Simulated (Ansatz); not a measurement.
Stepwise reaction of `BrB(Br)Br` with hydrogen chloride, as a gas-phase model of exchange steps in deposition or etching. ΔE in kJ/mol; ΔG adds harmonic PBE0-D4 terms to CCSD(T)/CBS, at 1 bar.

Calculated with Ansatz (gas phase, PBE0-D4/def2-TZVP geometries, no zero-point term in ΔE). CCSD(T)/CBS is the MP2 limit (def2-TZVPP, def2-QZVPP) plus CCSD(T) − MP2 in def2-TZVPP, frozen cores. This one scheme is used for every species. DFT in def2-TZVPP. B3LYP here is the variant with VWN-RPA as its local correlation; programs differ in this. For Br outer-core shells are correlated without core-valence functions, which leaves a few kJ/mol of doubt a bond. Scalar relativity is left out up to krypton.

```tsv
step	reaction	PBE-D4	B3LYP-D4	ωB97M-V	CCSD(T)/CBS	ΔG(600 K)
1	`BrB(Br)Br` + HCl → `ClB(Br)Br` + HBr	-10.2	-11.6	-12.1	-6.5	-13.1
2	`ClB(Br)Br` + HCl → `ClB(Cl)Br` + HBr	-10.4	-11.8	-12.3	-6.8	-7.9
3	`ClB(Cl)Br` + HCl → `ClB(Cl)Cl` + HBr	-10.6	-11.9	-12.4	-7.1	-2.6
```

**Question.** By hand: ΔE of the 3 steps together at CCSD(T)/CBS.

**Answer.** (-6.5) + (-6.8) + (-7.1) = -20.4 kJ/mol, or -6.8 kJ/mol a step.

In ΔE the steps differ by no more than 0.6 kJ/mol. All are downhill at CCSD(T)/CBS. ΔG lies between -13.1 and -2.6 kJ/mol a step. PBE-D4 differs from CCSD(T)/CBS by -3.7 to -3.5 kJ/mol a step. Isolated molecules leave out the surface, adducts and barriers. Largest T1 diagnostic: 0.011.
